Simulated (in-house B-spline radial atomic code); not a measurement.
Values are calculated unless marked as measured or tabulated.
Weak and strong correlation along the adiabatic connection

Two-electron singlets in several external potentials (atomic units), by full CI in B-splines with partial waves to l = 8 (correlation energies up to 0.6 % small). The repulsion is scaled by λ at fixed density; W(λ) is the mean repulsion less the Hartree energy, W(0) = E_x, and the area under W from 0 to 1 is E_xc.

One system gave this curve:

```json
{"λ": "0", "W (hartree)": "-4.0134"}
{"λ": "0.02", "W (hartree)": "-4.0154"}
{"λ": "0.05", "W (hartree)": "-4.0183"}
{"λ": "0.12", "W (hartree)": "-4.025"}
{"λ": "0.25", "W (hartree)": "-4.0373"}
{"λ": "0.4", "W (hartree)": "-4.0513"}
{"λ": "0.6", "W (hartree)": "-4.0695"}
{"λ": "0.8", "W (hartree)": "-4.0874"}
{"λ": "1", "W (hartree)": "-4.1049"}
{"λ": "1.4", "W (hartree)": "-4.1387"}
{"λ": "2", "W (hartree)": "-4.1868"}
{"λ": "3", "W (hartree)": "-4.2605"}
{"λ": "4.5", "W (hartree)": "-4.3581"}
{"λ": "7", "W (hartree)": "-4.4932"}
{"λ": "10", "W (hartree)": "-4.6213"}
```

**Question.** Which system is it?
A. ω²r²/2 − Z/r, ω = 0.163, Z = 3
B. ω²r²/2 − Z/r, ω = 0.0746, Z = 2
C. −Z exp(−kr)/r, Z = 1.49, k = 0.203
D. −Z exp(−kr)/r, Z = 7.75, k = 3.24

**Answer.** D. The exchange energy sets the size: −Z exp(−kr)/r, Z = 7.75, k = 3.24: E_x = -4.01, E_c = -0.0466; ω²r²/2 − Z/r, ω = 0.163, Z = 3: E_x = -1.65, E_c = -0.0434; ω²r²/2 − Z/r, ω = 0.0746, Z = 2: E_x = -1.03, E_c = -0.042; −Z exp(−kr)/r, Z = 1.49, k = 0.203: E_x = -0.676, E_c = -0.0416 hartree.
